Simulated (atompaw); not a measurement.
# Scattering properties, PAW (atompaw) potential for Br (Z = 35)

atompaw 4.2.0.5 input, output lines left out:

```
Br 35
LDA-PW scalarrelativistic loggrid 1500 logderivrange -4 5 226
4 4 3 0 0 0
4 1 4.75
0 0 0
c
c
c
v
c
c
v
c
1
1.45 1.45 1.40 1.10
y
1.25
n
y
3.85
n
custom polynom2 7 10 vanderbiltortho sinc
2 0 ultrasoft
1.45
1.45
1.45
1.45
```

The phase is arctan(r·u′/u) with u = r·R(r), unwrapped; energies in Ry, scanned from -4 to 5 Ry. A pole is an energy at which the radial function vanishes at the test radius. The pseudo phase is shifted by a multiple of π to meet the all-electron one at the reference energy, and phase errors are pseudo minus all-electron; the curves can meet again beyond the range given. Levels narrower than the energy grid can be missing from the lists of poles.

Question: For each channel, where are the poles, and over which energies does the pseudopotential scatter like the atom?

Answer:

```
channel  radius (bohr)  reference energy (Ry)  poles, all-electron  poles, pseudo  unbroken range about the reference energy with phases within 0.05 rad  phase error 1 Ry above the reference energy (rad)
      s           1.45                  -1.67                 none           none                                                        the whole range                                             -0.000
      p           1.45                  -0.76                 none           none                                                        the whole range                                             -0.001
```

Phases in the s channel:

```
E (Ry)  all-electron  pseudo
 -4.00         0.921   0.920
 -3.52         0.815   0.814
 -3.04         0.666   0.666
 -2.56         0.455   0.455
 -2.08         0.166   0.166
 -1.60        -0.183  -0.183
 -1.12        -0.522  -0.522
 -0.64        -0.790  -0.790
 -0.16        -0.982  -0.982
  0.32        -1.118  -1.119
  0.80        -1.217  -1.217
  1.28        -1.290  -1.290
  1.76        -1.347  -1.347
  2.24        -1.392  -1.393
  2.72        -1.429  -1.429
  3.20        -1.460  -1.461
  3.68        -1.486  -1.487
  4.16        -1.509  -1.511
  4.64        -1.530  -1.532
```
